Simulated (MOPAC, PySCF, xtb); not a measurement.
Torsion H4–N1–Ge2–N3 in GeH4N2 (SMILES [NH2][Ge][NH2]); at each angle all else is relaxed with GFN2-xTB, and the levels are single points there.
Geometry at 0° (charge 0, multiplicity 1):
```xyz
7

N      1.408    -0.045    -0.125
Ge     0.487     0.123     1.434
N     -0.552    -1.348     1.185
H      1.292    -0.763    -0.823
H      2.130     0.595    -0.412
H     -0.533    -1.976     0.396
H     -1.250    -1.652     1.845
```

On the grid 0° to 330°, 60° is the highest and 0° the lowest point at MP2/CBS(cc-pVTZ, cc-pVQZ) + ΔCCSD(T)/cc-pVTZ.

Rows in 6-31G* carry no dispersion term and start afresh at each structure (6-31G* with six Cartesian d functions); the Pople sets are all-electron and without relativity. The state that AM1 reach isn't checked.

Codes used: MOPAC for AM1 (differences of heats of formation); PySCF for 6-31G* rows; xtb for the GFN methods. Values without a source in brackets are computed.

Problem. What energy at 60° less that at 0° does B3LYP/6-31G* give?

Solution. 10.7 kcal/mol

Problem. What is the computed energy at 60° less that at 0° (GFN-FF)?

Solution. -2.0 kcal/mol

Problem. Estimate the energy at 60° less that at 0° that AM1 returns for this input.

Solution. 10.2 kcal/mol
